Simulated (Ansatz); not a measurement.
C₃H₆BNO, relaxed with RKS PBE0-D4/def2-TZVP in Ansatz 0.2.0 from a PBE-D4/def2-SVP geometry. The force threshold is 0.005 eV/Å; the program also tests the step.

Charge 0, multiplicity 1. The bonds changed during the relaxation, so this is another structure than the one it started from.

Start:

```xyz
12

C    -1.222   -1.550   -0.323
C    -0.934   -0.348    0.233
C     0.269    0.422   -0.061
N     1.372   -0.243   -0.405
B     0.361    1.964    0.381
O     0.333    1.726    1.651
H    -0.548   -2.041   -1.044
H    -2.174   -2.059   -0.112
H    -1.654    0.146    0.902
H     2.209    0.258   -0.708
H     1.478   -1.246   -0.211
H     0.510    2.972   -0.302
```

```csv
step,energy (eV),largest force (eV/Å),largest move (Å)
1,-7415.5573,0.684,0.000
2,-7415.6194,0.189,0.042
3,-7415.6242,0.061,0.040
4,-7415.6252,0.041,0.017
5,-7415.6257,0.032,0.010
6,-7415.6260,0.019,0.013
7,-7415.6262,0.012,0.018
8 (rejected),-7415.6151,0.515,0.039
9,-7415.6263,0.015,0.011
10,-7415.6264,0.022,0.002
11 (rejected),-7415.6263,0.026,0.009
12,-7415.6264,0.007,0.005
13,-7415.6264,0.014,0.006
14,-7415.6264,0.003,0.002
```

End:

```xyz
12

C    -1.214   -1.515   -0.338
C    -0.919   -0.353    0.245
C     0.275    0.416   -0.058
N     1.365   -0.252   -0.379
B     0.346    1.954    0.347
O     0.359    1.687    1.600
H    -0.565   -1.971   -1.079
H    -2.145   -2.025   -0.124
H    -1.603    0.114    0.942
H     2.197    0.231   -0.674
H     1.458   -1.234   -0.160
H     0.446    2.949   -0.324
```

Hardware: 4 threads of an Intel Xeon 6975P-C on a shared host. Wall time 29 s, peak host memory 0.63 GiB.
